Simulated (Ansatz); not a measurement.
C$_{3}$H$_{9}$O$_{2}$Si (SMILES CO[Si](C)OC), doublet, at a GFN2-xTB geometry. Base run: HF/aug-cc-pVDZ run with Ansatz (a first-principles code).

Input for Ansatz:
Ansatz 0.2 input:
```yaml
crystal:
  periodic: [false, false, false]
  atoms:
    - {symbol: C, position_ang: [-2.27314975, -0.92735090, -0.31781864]}
    - {symbol: O, position_ang: [-0.89153368, -0.76475197, -0.30457590]}
    - {symbol: Si, position_ang: [0.01879470, 0.30171243, 0.56011980]}
    - {symbol: C, position_ang: [-0.41433734, 2.11669430, 0.18789395]}
    - {symbol: O, position_ang: [1.53336288, 0.10005209, -0.00807647]}
    - {symbol: C, position_ang: [2.17956423, -1.07113937, -0.39841495]}
    - {symbol: H, position_ang: [-2.77974504, 0.01491483, -0.54257224]}
    - {symbol: H, position_ang: [-2.51783790, -1.65840423, -1.09001329]}
    - {symbol: H, position_ang: [-2.63045096, -1.29367249, 0.64835554]}
    - {symbol: H, position_ang: [-0.40713752, 2.28924205, -0.88724470]}
    - {symbol: H, position_ang: [-1.39942526, 2.36869412, 0.56743619]}
    - {symbol: H, position_ang: [0.30253740, 2.79012505, 0.64172654]}
    - {symbol: H, position_ang: [2.98617148, -0.79876014, -1.08128763]}
    - {symbol: H, position_ang: [1.49088979, -1.75239707, -0.90080548]}
    - {symbol: H, position_ang: [2.60477603, -1.57534139, 0.47398452]}
basis:
  gaussian:
    orbitals: aug-cc-pVDZ
hamiltonian:
  xc: hf
magnetization: {spin_polarized: true, initial_magnetization: 1}
```

The base run was repeated with changes; each row names its change, and settings that it needs were set with it.

```
change                                                            ΔE vs base (kcal/mol)
----------------------------------------------------------------  ---------------------
base                                                                              0.000
point_charge = charge:-1.0 position_ang:-6.3392, -1.3965, 0.2381                  -4.89
forces = on                                                                      -0.010
lower_state_search = light                                                        0.000
point_charge = charge:1.0 position_ang:0.7743, 2.3584, 5.6778                     -2.75
fitting.mean_field = cc-pVTZ-JKFIT                                                0.047
point_charge = charge:0.5 position_ang:0.1407, -2.5701, -5.9729                  -0.459
lower_state_search = full                                                         0.000
nuclear_model = gaussian                                                          0.131
fitting.mean_field = def2-universal-JKFIT                                         0.070
lower_state_search = off                                                          0.000
```
